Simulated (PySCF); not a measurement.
Q: Write Cartesian coordinates for `CC[P+](CC)(CC)[Al-]([CH3])([CH3])[CH3]` as optimised with PBE0-D3(BJ)/def2-SVP.

A: 
```xyz
35
C9H24AlP angstrom
C     -1.0574   -1.5726    2.3190
C     -1.3798   -1.5564    0.8312
P     -0.7216   -0.0780   -0.0433
C     -1.3564   -0.2581   -1.7609
C     -0.7481   -1.4346   -2.5113
C     -1.6963    1.3200    0.6490
C     -1.3888    2.6577   -0.0092
Al     1.7547    0.2065    0.1115
C      1.9144    1.1740    1.8439
C      2.3595   -1.6897    0.0978
C      2.1050    1.2615   -1.5394
H      0.0266   -1.4940    2.4923
H     -1.4051   -2.5092    2.7801
H     -1.5427   -0.7431    2.8551
H     -0.9202   -2.4276    0.3369
H     -2.4674   -1.6175    0.6520
H     -2.4577   -0.3263   -1.7261
H     -1.1073    0.6850   -2.2738
H     -1.0197   -2.3989   -2.0561
H      0.3503   -1.3708   -2.5291
H     -1.1008   -1.4522   -3.5533
H     -2.7699    1.0712    0.5819
H     -1.4404    1.3617    1.7203
H     -0.3160    2.8942    0.0542
H     -1.9418    3.4693    0.4868
H     -1.6714    2.6699   -1.0726
H      2.9766    1.3773    2.0704
H      1.4064    2.1543    1.8466
H      1.5215    0.5999    2.7015
H      3.4633   -1.7326    0.1287
H      2.0548   -2.2478   -0.8045
H      2.0064   -2.2647    0.9722
H      1.6179    2.2521   -1.5414
H      1.7931    0.7422   -2.4627
H      3.1886    1.4495   -1.6461
```

Any rigid rotation of these coordinates is as good. Atoms count from 1 in this order. Of the pairs four or more bonds apart, H18···H26 is among the closest relative to their van der Waals radii: 2.39 Å, 99 % of the sum of Bondi's values. All 3 C–P bonds measure 1.839 to 1.840 Å. All 3 Al–C bonds measure 1.990 to 1.991 Å. P3 (phosphorus bonded to Al and 3 C) is distorted tetrahedral (angles from 104.0° to 114.6°).

Bonds between heavy atoms (Å): C1–C2 1.522, C2–P3 1.840, P3–C4 1.840, C4–C5 1.522, P3–C6 1.839, C6–C7 1.522, P3–Al8 2.497, Al8–C9 1.991, Al8–C10 1.990, Al8–C11 1.990.

Level of theory: PBE0-D3(BJ)/def2-SVP geometry optimisation, gas phase (PySCF 2.14.0).

Point group: near C3, missed by 0.09 Å at most; the miss may be what the optimiser left on a soft mode. Stationary, but not proved a minimum. One conformer, not necessarily the lowest (C1–C2–P3–C4 -176°, C2–P3–C4–C5 -68°, C2–P3–C6–C7 -176°).
